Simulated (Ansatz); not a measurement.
Ansatz (a first-principles code) input:

Ansatz 0.2 input:
```yaml
crystal:
  periodic: [false, false, false]
  atoms:
    - {symbol: C, position_ang: [2.94221245, 0.59951486, -0.22621355]}
    - {symbol: C, position_ang: [2.25999723, -0.77323867, -0.09438751]}
    - {symbol: C, position_ang: [1.21942471, -0.82111382, 0.96964766]}
    - {symbol: C, position_ang: [-0.22832096, -0.96955145, 0.66128513]}
    - {symbol: C, position_ang: [-0.86345207, 0.30132387, 0.05724375]}
    - {symbol: C, position_ang: [-2.33495867, 0.10806597, -0.27814118]}
    - {symbol: O, position_ang: [-2.95200825, 1.28724745, -0.78409585]}
    - {symbol: H, position_ang: [2.21793219, 1.37328332, -0.48633969]}
    - {symbol: H, position_ang: [3.41268976, 0.88949472, 0.71531937]}
    - {symbol: H, position_ang: [3.71542138, 0.58051874, -0.99756031]}
    - {symbol: H, position_ang: [1.81734488, -1.05201025, -1.05579387]}
    - {symbol: H, position_ang: [3.03922199, -1.51985083, 0.10958642]}
    - {symbol: H, position_ang: [1.52033001, -0.59694683, 1.98718774]}
    - {symbol: H, position_ang: [-0.78120258, -1.23964608, 1.56525727]}
    - {symbol: H, position_ang: [-0.37222025, -1.79151662, -0.05272865]}
    - {symbol: H, position_ang: [-0.76126507, 1.13534678, 0.75552475]}
    - {symbol: H, position_ang: [-0.31902824, 0.57889712, -0.85214659]}
    - {symbol: H, position_ang: [-2.89532945, -0.14857761, 0.62282761]}
    - {symbol: H, position_ang: [-2.45205495, -0.72514251, -0.98389557]}
    - {symbol: H, position_ang: [-2.49518971, 1.54816575, -1.59107750]}
basis:
  gaussian:
    orbitals: def2-TZVPD
hamiltonian:
  xc: {name: B2PLYP}
magnetization: {spin_polarized: true, initial_magnetization: 1}
correlation: {electrons: outside_noble_gas}
```

Task: What final total energy does it print?

Result: -311.45434 Eh (B2PLYP/def2-TZVPD). The basis has 379 functions.

It need not be the lowest isomer of its formula.
